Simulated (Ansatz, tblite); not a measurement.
Cost and result up the ladder for Mg3N2⁻ (the lowest doublet isomer of a short search) (5 atoms). Charge -1, multiplicity 2. Geometry: B3LYP-D4/def2-SVPD.

Cartesian coordinates in Å:
```
Mg -1.657 0.405 -2.150
Mg 1.804 -2.305 0.891
Mg -0.534 2.429 1.093
N 0.364 0.028 0.562
N 0.024 -0.556 -0.397
```

Ansatz on 4 threads of Arm Neoverse V1 on a shared host; xTB runs through tblite on one thread. Times are rough, summed over both states, and most runs start from the orbitals of an earlier one. RPA@PBE/def2-TZVPD serves as the yardstick here, not as an exact answer. Differences are given only for rows in sets of like size (and for xTB, whose basis is part of the method), since another set adds its own error. The other state is a quartet at its own geometry, which has other bonds, so the gap mixes isomer and spin.

The xTB rows come from tblite. LC-ωPBE has ω = 0.4 bohr⁻¹. HSE06 is defined as in plane-wave codes, on full-range PBE exchange. Correlated methods freeze 5 core orbitals; core or outer-core shells of Mg are correlated, in sets that lack core-valence functions. The structure comes from a short search, and lower isomers may exist.

Run but left out: HF/def2-SVPD, HF/def2-TZVPD, MP2/def2-SVPD, MP2/def2-TZVPD (doublet: ⟨S²⟩ 1.13 to 1.18, where a pure state has 0.75); CCSD/def2-SVPD, CCSD(T)/def2-SVPD (quartet: ⟨S²⟩ 4.36, where a pure state has 3.75).

Correlated methods converge slowly with the basis.

xTB has no spin-polarisation term.

```csv
level,functions,wall time,quartet − doublet (eV),difference from RPA@PBE/def2-TZVPD (eV),remarks
GFN1-xTB,20,0.004 s,3.93,3.42,–
GFN2-xTB,35,0.018 s,-0.24,-0.75,–
HF/STO-3G,37,0.75 s,2.08,–,"HOMO above zero (doublet), HOMO above zero (quartet)"
LDA (SPW92)/def2-TZVPD,179,3.8 s,-0.27,-0.78,"HOMO above zero (doublet), HOMO above zero (quartet)"
PBE-D4/def2-TZVPD (with forces),179,8.1 s,0.20,-0.31,"HOMO above zero (doublet), HOMO above zero (quartet)"
HSE06-D4/def2-TZVPD,179,14 s,0.21,-0.31,HOMO above zero (doublet)
PBE0-D4/def2-TZVPD,179,14 s,0.22,-0.30,–
RPA@PBE/def2-TZVPD,179,16 s,0.51,0.00,–
LC-ωPBE/def2-TZVPD,179,20 s,-0.01,-0.52,spin-contaminated (⟨S²⟩ 4.03) (quartet)
r2SCAN-D4/def2-TZVPD,179,21 s,-0.44,-0.96,"HOMO above zero (doublet), HOMO above zero (quartet)"
B97M-V/def2-TZVPD,179,32 s,0.14,-0.38,"HOMO above zero (doublet), HOMO above zero (quartet)"
```
